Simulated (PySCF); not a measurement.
# Correlation energy of Br²⁺ (bromine, charge +2)

[Ar] 3d10 4s2 4p3, high-spin 4S determinant. Computed with PySCF 2.14 in aug-cc-pVDZ-DK (6s5p3d, 36 functions), with scalar relativity by spin-free X2C-1e. Frozen: [Ar] 3d10; 5 electrons correlated.

MP2 pair energies summed by pair of shells (mhartree):

```json
{"pair": "4s-4p", "energy": "-38.00", "share (%)": "66.4"}
{"pair": "4p-4p", "energy": "-13.43", "share (%)": "23.5"}
{"pair": "4s-4s", "energy": "-5.78", "share (%)": "10.1"}
```

Total MP2 correlation energy: -57.21 mhartree.

Same-spin part -14.90 and opposite-spin part -42.31 mhartree; SCS-MP2 scales them by 1/3 and 6/5 to -55.73 mhartree.

```csv
level,correlation energy (mhartree)
CCSD,-71.59
(T),-0.64
CCSD(T),-72.23
```

Diagnostics: T1 = 0.0014, D1 = 0.0023, largest double amplitude 0.047.

Problem. Is a single reference adequate?

Solution. Yes, within this model without spin-orbit coupling: T1 lies below 0.03 and no double amplitude reaches 0.07.
